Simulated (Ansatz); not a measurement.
Molecule: BiBr₂, net charge 1, singlet state. It need not be the lowest isomer of its formula. SMILES: [Br][Bi+][Br]
Coordinates optimised at B3LYP-D3(BJ)/def2-TZVP (Ansatz, an electronic-structure program):
```
Bi
Br 1 2.5189
Br 1 2.5189 2 100.93
```
Charge +1, spin multiplicity 1.

Wanted: vertical ionisation energy (to the doublet state of charge +2; each state is the SCF solution reached for its spin), in eV. Cores are frozen in the correlated levels unless marked. UHF or UKS for open shells. Spin-orbit coupling is left out. Frozen are the shells of the preceding noble gas and the d and f shells that filled before the atom's block. Past Kr the def2 sets carry scalar-relativistic core potentials. CBS marks a two-point X^-3 extrapolation of the correlation energy; Hartree-Fock from the larger set. [CCSD(T)-MP2]/basis is that difference in the basis named.

| level | program | vertical ionisation energy (eV) |
|---|---|---|
| SVWN5/def2-TZVPD | Ansatz | (withheld) |
| PBE/def2-TZVPD | Ansatz | 15.36 |
| PBE0/def2-TZVPD | Ansatz | 15.65 |
| CAM-B3LYP/def2-TZVPD | Ansatz | 15.81 |
| RI-MP2/CBS(def2-TZVPPD,def2-QZVPPD)+[CCSD(T)-MP2]/def2-TZVPPD | Ansatz | 15.86 |

Q: Fill in the missing entries.

A: 
- SVWN5/def2-TZVPD, vertical ionisation energy (eV): 15.62
